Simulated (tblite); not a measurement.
Isomers of C4H4NO3S (doublet state). Level: GFN2-xTB in tblite, geometry and Hessian alike; calculated harmonic values, unscaled, isolated species. This tight-binding method is rough: wavenumbers can miss measured ones by several per cent, in bad cases by 10 to 20. One conformer each. Open shells enter through the occupations alone, without spin polarisation, and single modes of such species can be off by tens of per cent.

Electronic energies: GFN2-xTB at the same geometries; isomer energies are rough at this level and their order can be wrong.

| SMILES | electronic energy, lowest = 0 (kcal/mol) |
| --- | --- |
| O=S(=O)(O)c1[c]cc[nH]1 | 21.7 |
| [O]S(=O)(=O)c1ccc[nH]1 | 0.0 |
| O=S(=O)(O)C1=CC=C[N]1 | 3.2 |

Problem. How do GFN2-xTB zero-point energies change the relative energies?

Solution. 
| SMILES | ZPE (kcal/mol) | of it from modes above 1550 cm⁻¹ | electronic (kcal/mol) | with ZPE, lowest = 0 (kcal/mol) | lowest mode (cm⁻¹) | rings |
| --- | --- | --- | --- | --- | --- | --- |
| [O]S(=O)(=O)c1ccc[nH]1 | 51.4 | 18.5 | 0.0 | 0.0 | 72 | 1 |
| O=S(=O)(O)C1=CC=C[N]1 | 49.4 | 18.7 | 3.2 | 1.2 | 43 | – |
| O=S(=O)(O)c1[c]cc[nH]1 | 50.8 | 19.1 | 21.7 | 21.1 | 48 | 1 |

The zero-point energies span 2.0 kcal/mol, from `O=S(=O)(O)C1=CC=C[N]1` to `[O]S(=O)(=O)c1ccc[nH]1`. The order is unchanged.

Problem. What do entropy and thermal enthalpy add at 298.15 K and 1 bar (rigid rotor, harmonic oscillator, one conformer each)?

Solution. 
```tsv
SMILES	point group	symmetry number	S (cal/(mol K))	H − H(0) (kcal/mol)	ZPE + H − H(0) − TS (kcal/mol)
[O]S(=O)(=O)c1ccc[nH]1	C1	1	91.0	5.69	29.9
O=S(=O)(O)C1=CC=C[N]1	C1	1	94.9	6.16	27.2
O=S(=O)(O)c1[c]cc[nH]1	C1	1	93.5	6.03	28.9
```

S holds R ln(2S + 1) for the spin.
